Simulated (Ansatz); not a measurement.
A run for Ansatz (a first-principles code): U-PBE/def2-TZVPPD on BeBrI (SMILES [Br][Be][I]), a point of a bond scan (R = 2.598 Å). Elements past Kr take the def2 small-core potentials; no spin–orbit coupling. Files ending in .json are basis or fitting sets from the Basis Set Exchange.

Ansatz 0.2 input:
```yaml
crystal:
  periodic: [false, false, false]
  atoms:
    - {symbol: Be, position_ang: [-0.00000000, -0.00000000, -0.50333561]}
    - {symbol: Br, position_ang: [-0.00000000, -0.00000000, -2.45917122]}
    - {symbol: I, position_ang: [0.00000000, 0.00000000, 2.09502943]}
basis:
  gaussian:
    orbitals: def2-TZVPPD.json
hamiltonian:
  xc: {name: PBE}
magnetization: {spin_polarized: true, initial_magnetization: 0}
```

The head of its log:

```
WARN ansatz: RAYON_NUM_THREADS=1 ignored (pool sized by the plan → 1); use --threads N
Functional definition: PBE
integrals: 0.06 GiB planned
991 factors; their error is unknown
mean field: 0.50 GiB planned
mean field evaluation 1: about -78538.9628 eV, gradient 1.0e1 eV
mean field evaluation 2: about -78537.0134 eV, gradient 2.0e1 eV
```

Question: What total energy does the run end on?

Answer: -2886.2794 hartree.
